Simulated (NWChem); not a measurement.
System meant: C$_{5}$H$_{5}$, doublet; SMILES [CH]1C=CC=C1

Here is an NWChem input.

```
start job
memory heap 200 mb stack 900 mb global 1100 mb
geometry units angstroms noautoz
  C     -1.166150    -0.223317     0.000000
  C     -0.545992     1.089969     0.000000
  C      0.803117     0.901889     0.000000
  C      1.058821    -0.549224     0.000000
  C     -0.155254    -1.213070     0.000000
  H     -2.242110    -0.410151     0.000000
  H     -1.078428     2.040387     0.000000
  H      1.573826     1.673041     0.000000
  H      2.048740    -1.008791     0.000000
  H     -0.310262    -2.290745     0.000000
end
basis spherical
  C library def2-svp
  H library def2-svp
end
dft
  odft
  mult 3
  xc xpbe96 cpbe96
  iterations 150
  mulliken
end
task dft energy
```

End of the output:

```
 ==============================================================================
                                 internuclear angles
 ------------------------------------------------------------------------------
        center 1       |       center 2       |       center 3       |  degrees
 ------------------------------------------------------------------------------
    2 C                |   1 C                |   5 C                |   109.12
    2 C                |   1 C                |   6 H                |   125.13
    5 C                |   1 C                |   6 H                |   125.75
    1 C                |   2 C                |   3 C                |   107.34
    1 C                |   2 C                |   7 H                |   125.46
    3 C                |   2 C                |   7 H                |   127.19
    2 C                |   3 C                |   4 C                |   107.93
    2 C                |   3 C                |   8 H                |   127.05
    4 C                |   3 C                |   8 H                |   125.02
    3 C                |   4 C                |   5 C                |   108.68
    3 C                |   4 C                |   9 H                |   124.90
    5 C                |   4 C                |   9 H                |   126.43
    1 C                |   5 C                |   4 C                |   106.94
    1 C                |   5 C                |  10 H                |   126.21
    4 C                |   5 C                |  10 H                |   126.85
 ------------------------------------------------------------------------------
                            number of included internuclear angles:         15
 ==============================================================================

 Summary of "ao basis" -> "" (spherical)
 ------------------------------------------------------------------------------
       Tag                 Description            Shells   Functions and Types
 ---------------- ------------------------------  ------  ---------------------
 C                          def2-svp                 6       14   3s2p1d
 H                          def2-svp                 3        5   2s1p

  pbe96 is a nonlocal functional; adding pw91lda local functional.

                                 NWChem DFT Module
                                 -----------------

 Summary of "ao basis" -> "ao basis" (spherical)
 ------------------------------------------------------------------------------
       Tag                 Description            Shells   Functions and Types
 ---------------- ------------------------------  ------  ---------------------
 C                          def2-svp                 6       14   3s2p1d
 H                          def2-svp                 3        5   2s1p

      Symmetry analysis of basis
      --------------------------

        a'         70
        a"         25

  number of electrons :                   35
  multiplicity        :                    3
 ------------------------------------------------------------------------
  no. of electrons and multiplicity not compatible                  35
 ------------------------------------------------------------------------
 ------------------------------------------------------------------------
  current input line :
    26: task dft energy
 ------------------------------------------------------------------------
 ------------------------------------------------------------------------
 There is an error in the input file
 ------------------------------------------------------------------------
 For more information see the NWChem manual at https://nwchemgit.github.io

0: no. of electrons and multiplicity not compatible:Received an Error in Communication
```

Problem. Find the fault in this run and fix the input.

Solution. The program refused the input. Cause: the multiplicity doesn't fit the number of electrons (an even count wants an odd multiplicity, and the reverse). This input runs:
```
start job
memory heap 200 mb stack 900 mb global 1100 mb
geometry units angstroms noautoz
  C     -1.166150    -0.223317     0.000000
  C     -0.545992     1.089969     0.000000
  C      0.803117     0.901889     0.000000
  C      1.058821    -0.549224     0.000000
  C     -0.155254    -1.213070     0.000000
  H     -2.242110    -0.410151     0.000000
  H     -1.078428     2.040387     0.000000
  H      1.573826     1.673041     0.000000
  H      2.048740    -1.008791     0.000000
  H     -0.310262    -2.290745     0.000000
end
basis spherical
  C library def2-svp
  H library def2-svp
end
dft
  odft
  mult 2
  xc xpbe96 cpbe96
  iterations 150
  mulliken
end
task dft energy
```
It converges to -193.06616 Ha (PBE/def2-SVP, spin-unrestricted).
